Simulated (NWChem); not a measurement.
Species: Si$_{4}$H$_{9}$, doublet; SMILES [SiH3][Si]([SiH3])[SiH3]

In the optimisation the excess spin sits in a (C3, its own frame).

Problem. Give the equilibrium geometry at PBE0/def2-SVP, spin-unrestricted (NWChem) as a list of bonds and angles, with the point group.

Solution. point group C3v; any orientation.
Bonded distances (Å): Si1–Si2 2.334, Si1–H5 1.495, Si1–H6 1.498, Si1–H7 1.495, Si2–Si3 2.334, Si2–Si4 2.334, Si3–H8 1.495, Si3–H9 1.495, Si3–H10 1.498, Si4–H11 1.498, Si4–H12 1.495, Si4–H13 1.495. Bond angles (°): Si2–Si1–H5 109.6, Si2–Si1–H6 111.7, Si2–Si1–H7 109.6, H5–Si1–H6 108.4, H5–Si1–H7 109.1, H6–Si1–H7 108.4, Si1–Si2–Si3 116.0, Si1–Si2–Si4 116.0, Si3–Si2–Si4 116.0, Si2–Si3–H8 109.6, Si2–Si3–H9 109.6, Si2–Si3–H10 111.7, H8–Si3–H9 109.1, H8–Si3–H10 108.4, H9–Si3–H10 108.4, Si2–Si4–H11 111.7, Si2–Si4–H12 109.6, Si2–Si4–H13 109.6, H11–Si4–H12 108.4, H11–Si4–H13 108.4, H12–Si4–H13 109.1.
